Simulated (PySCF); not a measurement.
PySCF input for 1,3-azasiletidine (C2H7NSi), SMILES [SiH2]1CNC1, PBE0/pcSseg-1. Geometry: PBE-D3(BJ)/def2-SVP.

```python
import numpy as np
from pyscf import gto, scf, dft
from pyscf.prop.nmr import rks as nmr

mol = gto.M(
    atom='''
    C    -0.44803880    0.13216699   -1.16639878
    N    -1.25441339   -0.28110337    0.00000000
    C    -0.44803879    0.13216699    1.16639878
    Si    1.06102075   -0.04271955   -0.00000000
    H    -0.55765889   -0.52959310   -2.05151455
    H    -0.59266302    1.19244471   -1.50024359
    H    -2.23284231    0.03598969    0.00000000
    H    -0.59266302    1.19244471    1.50024359
    H    -0.55765889   -0.52959311    2.05151455
    H     2.13019774    1.01832688   -0.00000001
    H     1.70635706   -1.40022634   -0.00000001
    ''',
    basis='pcSseg-1',
    charge=0,
    spin=0,
    max_memory=1600,
    verbose=3,
)
mf = dft.RKS(mol, xc='pbe0')
mf.grids.level = 3
mf.conv_tol = 1e-10
mf.max_cycle = 100
mf.kernel()
n = nmr.NMR(mf)
n.verbose = 2
n.max_cycle_cphf = 60
sigma = n.kernel()
print('atom   isotropic/ppm   span/ppm')
for i, s in enumerate(sigma):
    w = np.linalg.eigvalsh((s + s.T) / 2)
    print(f'{mol.atom_symbol(i):2s}{i + 1:3d} {w.mean():14.3f} {w[2] - w[0]:11.3f}')
```

Log of the run:

```
converged SCF energy = -424.310334960173
atom   isotropic/ppm   span/ppm
C   1        141.178      76.622
N   2        223.153     112.050
C   3        141.178      76.622
Si  4        373.377      81.483
H   5         28.112       9.867
H   6         27.826       8.075
H   7         30.512      19.803
H   8         27.826       8.075
H   9         28.112       9.867
H  10         26.310       7.552
H  11         26.247       6.393
```

Self-consistency was reached.

Cost: about 18 core-seconds (a rough figure).
